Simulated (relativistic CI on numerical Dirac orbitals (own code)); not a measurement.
**Mo4+: L2,3 absorption edge**

Computed with this model: Dirac-Coulomb-Breit CI, KLI orbitals optimised for each configuration, a model potential for QED, valence Slater integrals scaled by 0.8, multiplet model of core-to-valence dipole absorption; configurations [Kr] 4d2 → [He] 2s2 2p5 3s2 3p6 3d10 4s2 4p6 4d3; 10 K; Lorentzian 2.4 eV and Gaussian 0.5 eV FWHM. Energies are those of the free ion, without screening or charge transfer. The branching ratio is the share of the lower-energy edge in the whole absorption, uncertain by about 0.02 where the edges overlap. S is read from ⟨S²⟩ = S(S + 1).

Field parameters in Wybourne normalisation: Oh B⁴₀ = 21Dq, B⁴₄ = √(5/14) B⁴₀. The field is a parameter set, without covalency.

Case Oh, 10Dq = 25500 cm⁻¹, the dichroism is that of the ground state at zero temperature, magnetised by exchange field 10 meV on Sz. The dichroism I(Δm = −1) − I(Δm = +1), over the sum of the three polarisations, integrates to 0.0097 on the lower edge and 0.0688 on the upper edge. The branching ratio is 0.718.

Q: Use the orbital sum rule with 8 holes to get ⟨Lz⟩.

A: For a p → d edge ⟨Lz⟩ = 2 × n_h × (sum of both integrals) in this sign convention = 1.26; the ground state itself has ⟨Lz⟩ = 1.32 and ⟨Sz⟩ = -0.96. The rule assumes one radial integral for both edges, which relativistic orbitals only approach.
